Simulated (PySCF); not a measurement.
## Structure elucidation problem

An unknown has the formula C$_{4}$H$_{9}$FO$_{2}$Si$_{2}$. Its calculated NMR data are:

¹H NMR (500 MHz, computed): δ 6.82 (m, 1H), 5.23 (m, 1H), 5.01 (m, 1H), 5.00 (m, 1H), 4.27 (m, 1H), 4.05 (m, 1H), 3.61 (s, 3H).

¹³C{¹H} NMR (computed): δ 179.3, 135.4, 98.7, 59.3.

[PySCF 2.14.0 with density-fitted response routines: geometry from GFN2-xTB; σ from GIAO-PBE0/pcSseg-1; rapidly exchanging positions averaged; gas phase; non-relativistic; one computed conformer]

Chemical shifts δ = σref − σ; TMS for ¹H (σref 31.72), ¹³C (σref 186.93), all at this level.

Which candidate is it?
A. CO[C@H]1O[SiH2]C(F)=C[SiH2]1
B. O=C(O)[SiH2]C/C([SiH3])=C\F
C. CO[C@@H]1C=C([SiH2]F)[SiH2]O1
D. COC1=C(C)O[Si@H](F)[SiH2]1
E. CO[C@H]1C=C(F)[SiH2][SiH2]O1

Answers

E. 

1. Rings plus π bonds: 2 (1 ring in the answer).
2. 4 carbon signals for 4 carbons: no two carbons are equivalent.
3. Carbon types of the structure: 1 × C, 2 × CH, 1 × CH3, leaving 4 H on heteroatoms.
4. δC 179.3: fully substituted alkene carbon.
5. δC 135.4: alkene CH; the olefinic region.
6. δC 98.7: sp3 carbon bearing two oxygens; 2 electronegative neighbours deshield it.
7. δC 59.3: methyl carbon bonded to O; the inductive effect lowers its shielding.
8. δH 6.82: hydrogen on an alkene CH; a vinylic proton, deshielded by the sp2 carbon and the C=C anisotropy.

The others: CO[C@H]1O[SiH2]C(F)=C[SiH2]1 has carbons computed at 184.5, 115.5, 99.2, 58.5; CO[C@@H]1C=C([SiH2]F)[SiH2]O1 has carbons computed at 167.6, 145.9, 113.2, 57.8; COC1=C(C)O[Si@H](F)[SiH2]1 would give 5 signals for carbon-bound and other non-exchanging H, not 7; O=C(O)[SiH2]C/C([SiH3])=C\F would give 4 signals for carbon-bound and other non-exchanging H, not 7.

Splittings by ¹⁹F in the carbon and heteronuclear signals aren't shown, as no couplings were computed. Shifts are as computed. Against solution values, carbons near 30 ppm lie about +3 ppm off and those near 130 ppm about +5 ppm. Of 1309 compounds with measured shifts, 239 miss one by over three times the rms of a fit or turn the order of signals round; such compounds aren't used in these exercises. Multiplicities follow the n + 1 count of equivalent neighbours, as no J values were calculated; m marks all less simple cases, F and P coupling included.
